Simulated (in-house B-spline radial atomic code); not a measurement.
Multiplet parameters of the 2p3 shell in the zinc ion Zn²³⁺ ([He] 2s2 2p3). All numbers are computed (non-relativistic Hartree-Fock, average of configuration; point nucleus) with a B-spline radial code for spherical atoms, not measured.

Slater integrals: F^2 = 513440 cm⁻¹. Central-field spin-orbit parameter ζ(2p) = 142700 cm⁻¹ (bare central field on non-relativistic orbitals, without two-electron terms: too large for light atoms, too small for heavy ones).

With F₂ = F^2/25 = 20538 cm⁻¹:

(1) Where do the terms lie in LS coupling, without spin-orbit interaction?

(2) Is LS coupling a fair picture here?

Results:

(1) In cm⁻¹ above the Hund's-rule term:
| term | expression | energy |
| --- | --- | --- |
| 4S | 0 F₂ | 0 |
| 2D | 9 F₂ | 184838 |
| 2P | 15 F₂ | 308064 |

(2) Unscaled Hartree-Fock integrals overestimate measured term splittings, because correlation screens the repulsion; fits to spectra scale them down, most for low charges. Here ζ is 6.95 times F₂, so spin-orbit coupling rivals the gaps between some terms: low levels can stay fairly pure, while close terms of equal J mix strongly.
